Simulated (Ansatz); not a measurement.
`BC1=C[SiH2]O1` + `B[SiH2]F` → `BB[SiH2]F` + `C1=C[SiH2]O1`  (formal exchange of groups at a B–C bond)

Gas-phase electronic energies from Ansatz, PBE0-D4/def2-TZVP geometries. CCSD(T)/CBS is the MP2 limit (def2-TZVPP, def2-QZVPP) plus CCSD(T) − MP2 in def2-TZVPP, frozen cores. DFT in def2-TZVPP. One conformer a species, not always the lowest.

CCSD(T)/CBS gives +0.07 eV.

Question: Another level gave +0.05 eV. Which?
A. HF/def2-TZVPP
B. BHLYP/def2-TZVPP
C. r2SCAN0/def2-TZVPP
D. LDA (SPW92)/def2-TZVPP

Answer: B. BHLYP 0.05, r2SCAN0 -0.06, HF/def2-TZVPP 0.14, LDA (SPW92) -0.17 eV.

Largest T1 diagnostic among the species: 0.014.

From PBE to PBE0 (25 % exact exchange), in def2-TZVPP and without D4, ΔE moves by +0.04 eV. Leaving LDA and LC-ωPBE aside and taking each functional with its dispersion term where it has one, the values, not all of them listed here, spread over 0.20 eV, from B97M-V to BHLYP-D4. LDA lies −0.05 eV from PBE without D4.
